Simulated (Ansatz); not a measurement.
`BB(Cl)OC` + `C[SiH](F)P` → `COBCl` + `BP[SiH](C)F`  (redistribution)

Program: Ansatz. Geometries: PBE0-D4/def2-TZVP. ΔE: electronic, gas phase. CCSD(T)/CBS is the MP2 limit (def2-TZVPP, def2-QZVPP) plus CCSD(T) − MP2 in def2-TZVPP, frozen cores. Each species was taken in one conformer, which may not be the lowest.

```tsv
species	CCSD(T)/CBS(def2) energy (Eh)
`BB(Cl)OC`	-625.64284
`C[SiH](F)P`	-771.55123
`COBCl`	-600.27977
`BP[SiH](C)F`	-796.94025
```

Q: Work out ΔE.

A: ΔE = (-600.27977) + (-796.94025) − (-625.64284) − (-771.55123) = -0.02595 Eh = -68.1 kJ/mol.

Largest T1 diagnostic among the species: 0.015.

In def2-TZVPP, CCSD(T) changes the Hartree–Fock value by −8.0 kJ/mol (the triples alone add −3.0 kJ/mol) and MP2 by −14.2 kJ/mol.
